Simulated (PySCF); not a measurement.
Does the answer move with the share of exact exchange?

Species: 1,1,1-trifluoro-2,3-epoxypropane, C₃H₃F₃O.
SMILES with atom numbers: `[F:1][C:2]([F:3])([F:4])[C@@H:5]1[CH2:6][O:7]1` (hydrogens: H8 on C5; H9, H10 on C6)

Torsions of this conformer, `[F:1][C:2]([F:3])([F:4])[C@@H:5]1[CH2:6][O:7]1`: F1–C2–C5–C6 22°.

PySCF, pcSseg-2 basis, density fitting, gas phase, PBE0-D3(BJ)/def2-SVP geometry. One functional is left out:

| functional | exact exchange (%) | HOMO energy (eV) | LUMO energy (eV) | dipole moment (D) |
| --- | --- | --- | --- | --- |
| BLYP | 0 | -6.96 | -0.08 | 2.370 |
| OPBE | 0 | -6.98 | -0.01 | 2.238 |
| PBE0 | 25 | -8.77 | 0.66 | 2.490 |
| mPW1PW91 | 25 | -8.81 | 0.59 | 2.497 |
| BHandHLYP | 50 | -10.49 | 1.09 | 2.686 |

Predict the row of B97-2 (21 % exact exchange) by straight lines through the other rows, and check it.

```json
{"property": "HOMO energy (eV)", "line": "-8.47", "computed": "-8.47", "computed − line": "0.00", "PBE0 (25 %), for comparison": "-8.77"}
{"property": "LUMO energy (eV)", "line": "0.47", "computed": "0.68", "computed − line": "+0.21", "PBE0 (25 %), for comparison": "0.66"}
{"property": "dipole moment (D)", "line": "2.464", "computed": "2.469", "computed − line": "+0.005", "PBE0 (25 %), for comparison": "2.490"}
```

Which of these properties follows the share of exact exchange most closely, and which least?

Most closely the HOMO energy, least the dipole moment; the correlations over the tabulated rows are HOMO energy -1.000, LUMO energy 0.991, dipole moment 0.960. The HOMO energy moves by -0.707 eV for every 10 %. Functionals with the same share still differ in their other parts: at 25 % PBE0 and mPW1PW91 differ by 0.04 eV in it.
